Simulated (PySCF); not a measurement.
B3LYP has the VWN-RPA correlation part, as in Gaussian. Excitations are Tamm–Dancoff values on a coarser integration grid. The basis has no diffuse functions, so Rydberg states are missing or too high.

**H₆Sn₂, SMILES `[SnH3][SnH3]` (charge 0, multiplicity 1)**

Level of theory: B3LYP-D3(BJ)/def2-TZVP (PySCF 2.14.0).

```json
{
 "HOMO": "-7.52 eV",
 "dipole_moment": "0.00 D",
 "HOMO–LUMO gap": "6.56 eV",
 "LUMO": "-0.97 eV",
 "S1 excitation (TDA)": "6.37 eV",
 "S1 oscillator strength": "0.835",
 "brightest of the four lowest singlets (TDA)": "6.37 eV",
 "T1 excitation (TDA)": "5.09 eV",
 "S1–T1 gap (TDA)": "1.28 eV",
 "vertical ionisation energy (Delta-SCF)": "9.62 eV",
 "adiabatic ionisation energy (no zero-point term)": "8.75 eV",
 "hole reorganisation energy (four-point)": "43.50 kcal/mol",
 "adiabatic electron affinity (no zero-point term)": "0.50 eV",
 "electron reorganisation energy (four-point)": "2.497 eV",
 "total_energy": "-432.3410 Ha",
 "cost": "roughly 100 core-seconds"
}
```

Bonded distances (Å): Sn1–Sn2 2.788, Sn1–H3 1.713, Sn1–H4 1.713, Sn1–H5 1.713, Sn2–H6 1.713, Sn2–H7 1.713, Sn2–H8 1.713. Angles (°): Sn2–Sn1–H3 110.7, Sn2–Sn1–H4 110.8, Sn2–Sn1–H5 110.8, H3–Sn1–H4 108.1, H3–Sn1–H5 108.1, H4–Sn1–H5 108.2, Sn1–Sn2–H6 110.8, Sn1–Sn2–H7 110.8, Sn1–Sn2–H8 110.7, H6–Sn2–H7 108.2, H6–Sn2–H8 108.1, H7–Sn2–H8 108.1.
Charge 0, spin multiplicity 1.
